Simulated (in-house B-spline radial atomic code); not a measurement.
PBEsol excitations of B II (B+)

Method: PBEsol. Computed with a B-spline radial code for spherical atoms: linear response of the closed shell [He] 2s2 with the functional's adiabatic kernel; scalar-relativistic (spin-free one-electron X2C), finite nucleus, no spin-orbit coupling, no double excitations, S, P, D and F terms only.

Command:
```bash
python run_td.py task.json out
```
Settings (radii: box in bohr, nucleus in fm):
```
Z                        5
electrons                4
configuration            [He] 2s2
hamiltonian              x2c
method                   pbesol
box_radius               41.61
rms_radius               2.406
intervals                77
```

Cost of the run: 0.3 s on 1 thread of Arm Neoverse N1, with other jobs on the host.

The lowest states, in the order of their Tamm-Dancoff energies; the method's threshold (minus the highest occupied level) is 19.377 eV. Labels give the largest channel, * marks a mixed state, and oscillator strengths are full-response dipole values. Measured ¹D terms are left out, since they can mix with doubly excited terms. Semilocal kernels can invert the small singlet-triplet splittings of Rydberg terms. Energies in eV:

```
     state  full response  Tamm-Dancoff  oscillator strength  measured (J-weighted term)
2s → 2p 3P          3.591         4.139                    -                       4.631
2s → 2p 1P          8.612         9.160                    1                       9.100
2s → 3s 3S         14.749        14.760                    -                      16.090
2s → 3s 1S         15.383        15.399                    -                           -
2s → 3p 3P              ?             ?                    -                           ?
2s → 3p 1P         16.237        16.257                0.062                      17.866
2s → 3d 3D         16.876        16.892                    -                      18.678
2s → 3d 1D         17.067        17.069                    -                           -
2s → 4s 3S              ?             ?                    -                           -
2s → 4s 1S         17.794        17.797                    -                           -
```

Task: Where does 2s → 3p 3P lie?

Result: At 15.996 eV in full response, 16.010 eV in Tamm-Dancoff; measured 17.853 eV.

Task: Where does 2s → 4s 3S lie?

Result: At 17.676 eV in full response, 17.678 eV in Tamm-Dancoff.

Task: How large is the singlet-triplet splitting of 2s → 2p (P terms) in Tamm-Dancoff?

Result: 5.02 eV, from the unrounded values.

Task: What polarisabilities and dispersion coefficient does the method give?

Result: Dipole 10.72 bohr³, quadrupole 29.66 bohr⁵, C6 29.17 hartree·bohr⁶ for two such species.
